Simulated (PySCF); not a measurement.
Zn(NH2)(SeH) (H3NSeZn), SMILES [SeH][Zn][NH2].

Coordinates come from a B3LYP-D3(BJ)/def2-SVP optimisation. The structure was generated by enumeration; whether it is a known compound was not checked. Other conformers were not sampled.

Computed with B3LYP-D3(BJ)/def2-SVP (PySCF 2.14.0).

Frequencies are harmonic and unscaled.

| mode | ν (cm⁻¹) | IR (km/mol) | moving atoms (share of kinetic energy) |
|---|---|---|---|
| 1 | 110 | 1.9 | Zn 39 %, N 35 %, H 21 % |
| 2 | 111 | 6.0 | Zn 40 %, N 40 %, H 13 % |
| 3 | 156 | 6.1 | H 98 % |
| 4 | 267 | 3.8 | Se 49 %, Zn 35 %, N 14 % |
| 5 | 413 | 157.4 | H 75 %, N 23 % |
| 6 | 582 | 1.7 | H 97 % |
| 7 | 670 | 45.7 | N 60 %, Zn 23 %, H 17 % |
| 8 | 734 | 18.3 | H 88 %, N 11 % |
| 9 | 1534 | 6.5 | H 91 %, N 9 % |
| 10 | 2396 | 20.0 | H 99 % |
| 11 | 3512 | 3.1 | H 96 % |
| 12 | 3597 | 5.5 | H 92 %, N 8 % |
